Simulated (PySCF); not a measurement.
## Löwdin shares of the frontier orbitals

Species: C6H10FP.
Cartesian coordinates in Å at the GFN2-xTB level; atoms count from 1:
```
atom  x, y, z in Å
C1     2.317   -0.898    0.061
C2     1.019   -0.197   -0.158
C3     0.189   -0.384   -1.180
F4     0.431   -1.251   -2.186
P5    -1.353    0.601   -1.196
C6    -2.405   -0.604   -0.246
C7    -0.642    1.581    0.228
C8     0.525    0.802    0.850
H9     3.135   -0.178    0.082
H10    2.503   -1.618   -0.732
H11    2.306   -1.418    1.019
H12   -3.327   -0.106    0.049
H13   -2.656   -1.437   -0.901
H14   -1.886   -0.978    0.634
H15   -1.422    1.817    0.953
H16   -0.282    2.527   -0.184
H17    0.207    0.271    1.752
H18    1.331    1.478    1.144
```

The calculation used PySCF 2.14.0, density-fitted response routines, TDDFT CAM-B3LYP/def2-SVPD, vertical, gas phase, core orbitals frozen in the response.

Frontier orbitals with the atoms that hold most of them (Löwdin shares over 4%, at most four atoms; ? is withheld):

```json
{"orbital": "LUMO+2", "ε (eV)": "1.53", "atoms": "C7 18%, P5 17%, H15 12%, H16 11%"}
{"orbital": "LUMO+1", "ε (eV)": "1.28", "atoms": "C1 17%, C3 13%, C2 12%, H9 10%"}
{"orbital": "LUMO", "ε (eV)": "1.07", "atoms": "?"}
{"orbital": "HOMO", "ε (eV)": "-7.74", "atoms": "?"}
{"orbital": "HOMO-1", "ε (eV)": "-8.74", "atoms": "P5 30%, C3 18%, C2 14%, F4 8%"}
{"orbital": "HOMO-2", "ε (eV)": "-10.38", "atoms": "C7 20%, P5 20%, F4 14%, C3 14%"}
{"orbital": "HOMO-3", "ε (eV)": "-10.84", "atoms": "C6 22%, P5 20%, C7 11%, C3 10%"}
```

Task: Give the leading atoms of the HOMO.

Result: P5 (bonded to 3 C) 34%; C3 (bonded to C, F and P) 17%; C2 (bonded to 3 C) 17%; C6 (bonded to P and 3 H) 9%. By element: carbon 43% or more, phosphorus 34%.

Task: Give the leading atoms of the LUMO.

Result: C6 (bonded to P and 3 H) 16%; C2 (bonded to 3 C) 12%; C3 (bonded to C, F and P) 10%; P5 (bonded to 3 C) 9%. By element: carbon 38% or more, phosphorus 9%.

Task: The HOMO–LUMO gap is 8.81 eV. Where does the response calculation put the lowest singlet, and from which orbitals?

Result: S1 is at 5.84 eV (f = 0.177), 2.97 eV below the gap, made of HOMO→LUMO (67%), HOMO→LUMO+1 (22%). 

Next come S2 at 6.09 eV (f 0.027), HOMO→LUMO+1 (39%), HOMO→LUMO+2 (34%), HOMO→LUMO+5 (9%); S3 at 6.35 eV (f 0.0089), HOMO→LUMO+2 (41%), HOMO→LUMO+1 (24%), HOMO→LUMO (16%); S4 at 6.78 eV (f 0.072), HOMO-1→LUMO (58%), HOMO-1→LUMO+2 (12%), HOMO-1→LUMO+1 (8%); S5 at 6.97 eV (f 0.032), HOMO→LUMO+4 (53%), HOMO-1→LUMO+1 (20%).

Cost: about 2.7 min of CPU time on one thread; the machine was shared, so the figure is rough.

One conformer stands for the species.
